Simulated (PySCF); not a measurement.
TaCl5 (singlet state).
Geometry (PBE0-D3(BJ)/def2-SVP, Å), atoms numbered from 1 in this order:
```xyz
6
TaCl5 angstrom
Ta    -0.0032   -0.0011    0.0002
Cl    -0.0237   -0.0117    2.3267
Cl     0.0148    0.0089   -2.3263
Cl     2.2803    0.0113    0.0211
Cl    -1.1385    1.9838    0.0000
Cl    -1.1298   -1.9912   -0.0218
```

Method: TDDFT CAM-B3LYP/def2-SVPD, vertical, gas phase, core orbitals frozen in the response, def2 core potentials past Kr (PySCF 2.14.0, density-fitted response routines). Spin–orbit coupling is left out.

Transition dipole moments from the ground state, in atomic units and in the frame of the coordinates above (overall signs are arbitrary), for the states with f of 0.002 or more among the lowest 8:

```csv
state,E (eV),μx,μy,μz
S2,4.186,0.288,0.090,0.002
S3,4.187,-0.090,0.286,0.000
S7,4.521,0.405,-0.066,0.002
S8,4.528,0.067,0.411,0.000
```

Task: Work out the oscillator strengths.

Result: f = (2/3) ΔE |μ|² with ΔE in hartree (27.2114 eV).

```tsv
state	|μ|² (au)	|μ| (D)	f
S2	0.091	0.77	0.009
S3	0.090	0.76	0.009
S7	0.168	1.04	0.019
S8	0.174	1.06	0.019
```

Task: Label these states by symmetry in D3h.

Result: The ground state is totally symmetric, so the direction of μ fixes the label. Polarised across the main axis, so E′: S2, S3, S7 and S8.

Task: What peak molar absorption coefficient would the strongest computed level give as a lone Gaussian band 0.4 eV wide at half height?

Result: ε(max) = 2.175×10⁸ f / FWHM, with the width in cm⁻¹. S7/S8 (f summed): 2.175×10⁸ × 0.0379 / 3226 ≈ 2600 L mol⁻¹ cm⁻¹.

S2/S3 and S7/S8 coincide within about 0.01 eV; within a degenerate level the directions of the single components are arbitrary.
